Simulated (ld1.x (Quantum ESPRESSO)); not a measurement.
What one change does to a pseudopotential (Ne (Z = 10), TM)

Ne, norm-conserving Troullier–Martins (Kleinman–Bylander form), made with ld1.x (Quantum ESPRESSO) 7.5 (PBE, scalar-relativistic). Core [He], reference 2s2 2p5 (charge +1). Waves: 2s (bound): rc 0.75 bohr; 2p (bound): rc 0.95 bohr. Local part: the p channel. Core correction: Bessel-smoothed model core inside 0.55 bohr.

All-electron outer shells of the reference configuration (PBE, scalar-relativistic, ld1.x):

```
shell  level (eV)  outermost node (bohr)  outermost maximum (bohr)
   2s      -55.65                   0.22                      0.67
   2p      -32.28                      –                      0.60
```

Change: local potential the s channel.

Cutoffs: the cutoffs (Ry, on a coarse ladder) from which the occupation-weighted sum of valence levels, in a spherical-Bessel basis at the reference potential, stays within 10 and 1 mRy of its value at 400 Ry; they do not see the model core or the augmentation charge, which bear on the density cutoff. Errors are all-electron minus pseudo energies relative to the spin-unpolarised reference configuration.

**Question.** How do hardness, ghosts and transferability respond?

**Answer.** The potential gets neither clearly harder nor softer (200 Ry and 260 Ry → 200 Ry and 300 Ry); of the 6 tests that both files solve, the error grows in 5 and shrinks in 0 by more than 15 % and 0.3 meV (median size 16.1 → 21.6 meV); neither file shows a bound ghost.

```tsv
quantity	base	changed
cutoff, loose	200 Ry	200 Ry
cutoff, tight	260 Ry	300 Ry
bound ghosts	none	none
error for 2s2 2p6, meV [ΔE -22.48 eV]	-4.1	+5.8
error for 2s2 2p4, meV [ΔE 43.27 eV]	-0.2	+15
error for 2s2 2p3, meV [ΔE 110.70 eV]	+60	+125
error for 2s2 2p5.5, meV [ΔE -13.61 eV]	-0.2	+2.7
error for 2s2 2p2, meV [ΔE 205.33 eV]	+342	+478
error for 2s1 2p6, meV [ΔE 23.41 eV]	+28	+28
s: phases at 1.05 bohr within 0.05 rad from the reference energy up to (Ry; the scan ends near 5)	to the end of the scan	to the end of the scan
p: phases at 1.05 bohr within 0.05 rad from the reference energy up to (Ry; the scan ends near 5)	to the end of the scan	to the end of the scan
```
